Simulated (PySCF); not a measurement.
A series of substituents X on one scaffold: SiH2(OH)-X. All species are isolated molecules in the gas phase. One relaxed conformer stands for each flexible species; it need not be the lowest. Strings in code marks are SMILES.

Calculation: B3LYP-D3(BJ)/def2-TZVP // PBE0-D4/def2-TZVP (PySCF). All candidates: neutral, multiplicity 1. B3LYP has the VWN-RPA correlation part, as in Gaussian. Delta-SCF ions had no search for a lower state. Excitations are Tamm–Dancoff values on a coarser integration grid. The basis has no diffuse functions, so Rydberg states are missing or too high.

```yaml
HOMO: -7.67 eV
S1 excitation (TDA): 5.96 eV
vertical ionisation energy (Delta-SCF): 9.94 eV
```

Question: Say which member has these values.
A. `O[SiH2][SiH3]` (H–O–Si–Si torsion 59°)
B. `O[SiH2]F` (H–O–Si–F torsion 72°)
C. `N[SiH2]O`
D. `O[SiH2]C1CC1` (H–O–Si–C torsion 56°, O–Si–C–C torsion -156°)

Answer: A, `O[SiH2][SiH3]` (H–O–Si–Si torsion 59°). The others give `O[SiH2]C1CC1` (H–O–Si–C torsion 56°, O–Si–C–C torsion -156°): -7.89 eV, 6.96 eV, 10.07 eV; `N[SiH2]O`: -7.52 eV, 6.83 eV, 10.29 eV; `O[SiH2]F` (H–O–Si–F torsion 72°): -9.13 eV, 7.99 eV, 11.90 eV
